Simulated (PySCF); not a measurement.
**Polarisability and C₆ of Ca(2+) (calcium, charge +2)**

[Ar], closed-shell 1S. All numbers are calculated (PySCF 2.14, the non-relativistic Hamiltonian (point nucleus), in dyall-av2z). Coupled (time-dependent) response in atomic units; α is the mean over directions. A double-zeta set is small for polarisabilities.

```csv
method,mean α (bohr³),C₆ (like pair),S(−4)
UHF,3.138,10.60,1.623
PBE,3.220,10.93,1.766
PBE0,3.184,10.78,1.705
wB97X,3.180,10.76,1.700
TPSS,3.194,10.88,1.707
```

S(−4) is the Cauchy moment in α(ω) = α(0) + S(−4) ω² + …

α(iu) at wB97X:

```json
{"u (hartree)": "0", "α(iu) (bohr³)": "3.180"}
{"u (hartree)": "0.0500", "α(iu) (bohr³)": "3.176"}
{"u (hartree)": "0.100", "α(iu) (bohr³)": "3.163"}
{"u (hartree)": "0.200", "α(iu) (bohr³)": "3.114"}
{"u (hartree)": "0.300", "α(iu) (bohr³)": "3.035"}
{"u (hartree)": "0.500", "α(iu) (bohr³)": "2.809"}
{"u (hartree)": "0.750", "α(iu) (bohr³)": "2.459"}
{"u (hartree)": "1.00", "α(iu) (bohr³)": "2.101"}
{"u (hartree)": "1.50", "α(iu) (bohr³)": "1.497"}
{"u (hartree)": "2.00", "α(iu) (bohr³)": "1.077"}
{"u (hartree)": "3.00", "α(iu) (bohr³)": "0.6063"}
{"u (hartree)": "5.00", "α(iu) (bohr³)": "0.2598"}
```

A single London oscillator, α(iu) = α/(1 + u²/ω²), gives C₆ = (3/4) ω α². Matching the computed C₆ needs ω = 4 × 10.76 / (3 × 3.180²) = 1.42 hartree.

For an ion, C₆ is the dispersion term alone; charge-induced terms of lower order in 1/R come first.
